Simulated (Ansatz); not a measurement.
`O[SiH2]O[SiH](F)F` + H₂ → `O[SiH2]O[SiH2]F` + H–F  (hydrogenolysis of the Si–F bond)

Isolated molecules relaxed with PBE0-D4/def2-TZVP in Ansatz; ΔE leaves out vibrations. CCSD(T)/CBS is the MP2 limit (def2-TZVPP, def2-QZVPP) plus CCSD(T) − MP2 in def2-TZVPP, frozen cores. This one scheme is used for every species. One conformer a species, not always the lowest.

`O[SiH2]O[SiH](F)F`:

```xyz
10

O     1.956   -1.315   -0.018
Si    0.365   -1.264   -0.388
O    -0.212    0.270   -0.313
Si   -0.911    1.498    0.440
F    -2.268    1.851   -0.289
F    -1.278    1.093    1.925
H     2.590   -1.000   -0.663
H     0.126   -1.722   -1.776
H    -0.314   -2.095    0.624
H    -0.054    2.685    0.457
```

H₂:

```xyz
2

H     0.111    0.290    0.207
H    -0.111   -0.290   -0.207
```

`O[SiH2]O[SiH2]F`:

```xyz
10

O    -0.027   -2.005   -1.312
Si   -0.430   -1.266    0.090
O    -0.299    0.360   -0.036
Si    0.519    1.711    0.318
F    -0.184    2.435    1.550
H    -0.632   -1.942   -2.052
H     0.534   -1.767    1.093
H    -1.838   -1.548    0.454
H     1.904    1.391    0.729
H     0.452    2.631   -0.835
```

H–F:

```xyz
2

F    -0.361   -0.159    0.236
H     0.361    0.159   -0.236
```

| species | SCS-MP2/def2-QZVPP energy (Eh) |
| --- | --- |
| `O[SiH2]O[SiH](F)F` | -930.63605 |
| H₂ | -1.17321 |
| `O[SiH2]O[SiH2]F` | -831.39105 |
| H–F | -100.36288 |

Question: Work out ΔE.

Answer: ΔE = (-831.39105) + (-100.36288) − (-930.63605) − (-1.17321) = 0.05533 Eh = +34.7 kcal/mol. CCSD(T)/CBS gives +34.1 kcal/mol.

Largest T1 diagnostic among the species: 0.012.

The D4 term adds +0.8 kcal/mol with B3LYP and +0.4 kcal/mol with PBE0; it sums over pairs of atoms, weighted by their polarisabilities, and B3LYP, whose exchange is more repulsive, gets the larger term.

B3LYP here is the variant with VWN-RPA as its local correlation; programs differ in this.
